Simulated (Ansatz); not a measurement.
Relaxation of Cl2FH3Si (7 atoms, charge 0, multiplicity 1), to a largest force component of 0.03 eV/Å in at most 50 steps.

Level of theory: Ansatz, RKS PBE0-D4/def2-SVP.

```xyz
7
Properties=species:S:1:pos:R:3
Si -0.618 0.334 -0.432
F 0.801 1.164 -0.397
Cl -0.320 -1.486 -1.297
Cl -1.343 0.136 1.461
H -1.566 1.119 -1.243
H 1.730 -0.367 0.857
H 1.316 -0.899 1.050
```

Question: Where does it end, and by what steps?

Answer: The forces met the threshold. The force dipped under the threshold on the way, but the program's further checks kept it going. After 23 steps the energy has fallen by 0.229 eV; H7 moved furthest, 1.06 Å.

```json
{"step": "0", "energy less start (eV)": "0.0000", "largest force component (eV/Å)": "2.004", "accepted": "yes"}
{"step": "1", "energy less start (eV)": "-0.1593", "largest force component (eV/Å)": "0.574", "accepted": "yes"}
{"step": "2", "energy less start (eV)": "-0.2075", "largest force component (eV/Å)": "0.298", "accepted": "yes"}
{"step": "3", "energy less start (eV)": "-0.2237", "largest force component (eV/Å)": "0.055", "accepted": "yes"}
{"step": "4", "energy less start (eV)": "-0.2244", "largest force component (eV/Å)": "0.042", "accepted": "yes"}
{"step": "5", "energy less start (eV)": "-0.2262", "largest force component (eV/Å)": "0.031", "accepted": "yes"}
{"step": "6", "energy less start (eV)": "-0.2269", "largest force component (eV/Å)": "0.025", "accepted": "yes"}
{"step": "7", "energy less start (eV)": "-0.2099", "largest force component (eV/Å)": "0.908", "accepted": "no"}
{"step": "8", "energy less start (eV)": "-0.2259", "largest force component (eV/Å)": "0.296", "accepted": "no"}
{"step": "9", "energy less start (eV)": "-0.2272", "largest force component (eV/Å)": "0.071", "accepted": "yes"}
{"step": "10", "energy less start (eV)": "-0.2274", "largest force component (eV/Å)": "0.091", "accepted": "yes"}
{"step": "11", "energy less start (eV)": "-0.2277", "largest force component (eV/Å)": "0.077", "accepted": "yes"}
{"step": "12", "energy less start (eV)": "-0.2277", "largest force component (eV/Å)": "0.140", "accepted": "no"}
{"step": "13", "energy less start (eV)": "-0.2280", "largest force component (eV/Å)": "0.031", "accepted": "yes"}
{"step": "14", "energy less start (eV)": "-0.2282", "largest force component (eV/Å)": "0.101", "accepted": "yes"}
{"step": "15", "energy less start (eV)": "-0.2284", "largest force component (eV/Å)": "0.054", "accepted": "yes"}
{"step": "16", "energy less start (eV)": "-0.2286", "largest force component (eV/Å)": "0.027", "accepted": "yes"}
{"step": "17", "energy less start (eV)": "-0.2288", "largest force component (eV/Å)": "0.031", "accepted": "yes"}
{"step": "18", "energy less start (eV)": "-0.2245", "largest force component (eV/Å)": "0.418", "accepted": "no"}
{"step": "19", "energy less start (eV)": "-0.2284", "largest force component (eV/Å)": "0.159", "accepted": "no"}
{"step": "20", "energy less start (eV)": "-0.2288", "largest force component (eV/Å)": "0.005", "accepted": "yes"}
{"step": "21", "energy less start (eV)": "-0.2290", "largest force component (eV/Å)": "0.068", "accepted": "yes"}
{"step": "22", "energy less start (eV)": "-0.2291", "largest force component (eV/Å)": "0.046", "accepted": "yes"}
{"step": "23", "energy less start (eV)": "-0.2292", "largest force component (eV/Å)": "0.002", "accepted": "yes"}
```

```xyz
7
Properties=species:S:1:pos:R:3
Si -0.865 0.413 -0.571
F 0.616 1.014 -0.370
Cl -0.692 -1.407 -1.466
Cl -1.718 0.213 1.268
H -1.645 1.339 -1.412
H 2.046 -0.490 1.060
H 2.257 -1.081 1.491
```

The run took 17 s on 2 threads of AMD EPYC 9R45 96-Core Processor (Zen 5) (shared host), peak memory 0.18 GiB.
